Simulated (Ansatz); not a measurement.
One change: `c1ccsc1` becomes `OB(O)c1cccs1`.

Ansatz, PBE0-D4/def2-TZVP geometries, multiplicity 1. Each molecule was computed in one conformer, which needn't be the lowest.

```csv
property,`c1ccsc1`
HOMO–LUMO gap (PBE/def2-TZVPP) / eV,4.62
size of the dipole moment (PBE/def2-TZVPP) / D,0.42
LUMO energy (PBE/def2-TZVPP) / eV,-1.24
size of the dipole moment (ωB97M-V/def2-TZVPP) / D,0.42
LUMO energy (ωB97M-V/def2-TZVPP) / eV,1.69
size of the dipole moment (B3LYP/def2-TZVPP) / D,0.44
```

Q: What does the change do to each property? (Estimate.)

A: The calculation gave: 
```json
{"property": "HOMO–LUMO gap (PBE/def2-TZVPP) / eV", "`OB(O)c1cccs1`": "4.19", "shift": "-0.43"}
{"property": "size of the dipole moment (PBE/def2-TZVPP) / D", "`OB(O)c1cccs1`": "1.61", "shift": "1.19"}
{"property": "LUMO energy (PBE/def2-TZVPP) / eV", "`OB(O)c1cccs1`": "-1.78", "shift": "-0.54"}
{"property": "size of the dipole moment (ωB97M-V/def2-TZVPP) / D", "`OB(O)c1cccs1`": "1.67", "shift": "1.25"}
{"property": "LUMO energy (ωB97M-V/def2-TZVPP) / eV", "`OB(O)c1cccs1`": "1.05", "shift": "-0.64"}
{"property": "size of the dipole moment (B3LYP/def2-TZVPP) / D", "`OB(O)c1cccs1`": "1.71", "shift": "1.27"}
```

With PBE0 the HOMO falls by 0.12 eV and the LUMO falls by 0.61 eV, so the gap narrows by about 0.49 eV. PBE moves the HOMO by -0.11 eV and ωB97M-V by -0.07 eV. Dipoles are sizes alone; their direction can turn.

B3LYP here is the variant with VWN-RPA as its local correlation; programs differ in this.
